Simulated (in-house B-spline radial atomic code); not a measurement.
Checks on a self-consistent run for Ni⁴⁺, [Ar] 3d6. Method: non-relativistic Hartree-Fock, average of configuration, point nucleus. Calculated with an all-electron radial atomic-structure program (B-spline basis).

| orbital | q | ε (Eh) | <1/r> | <r²> |
| --- | --- | --- | --- | --- |
| 1s | 2 | -308.00843 | 27.5154 | 0.00402692 |
| 2s | 2 | -40.34514 | 5.98309 | 0.0719055 |
| 2p | 6 | -35.36701 | 5.91295 | 0.0572524 |
| 3s | 2 | -7.17406 | 1.90873 | 0.621911 |
| 3p | 6 | -5.53507 | 1.78954 | 0.677518 |
| 3d | 6 | -2.98682 | 1.52831 | 0.850793 |

Electron-electron repulsion V_ee = 528.2686 hartree, kinetic energy T = 1502.6572 hartree.

**Question.** What total energy follows from the eigenvalues?

**Answer.** The eigenvalues count the repulsion twice, so E = Σqε - V_ee = -974.389 - 528.269 = -1502.657 hartree; the run printed -1502.657.

**Question.** What is the virial ratio?

**Answer.** -V/T = (T - E)/T = 2.000000; at the Hartree-Fock limit it is 2.

**Question.** What diamagnetic shielding (Lamb formula) and susceptibility (Langevin formula) do the radii give?

**Answer.** σ = (α²/3)Σq<1/r> = 126.199/(3·137.036²) = 2240.1 ppm, and χ = -0.79199×10⁻⁶·Σq<r²> = -8.64×10⁻⁶ cm³/mol with Σq<r²> = 10.909 bohr². Both are non-relativistic formulas without the paramagnetism of open shells.
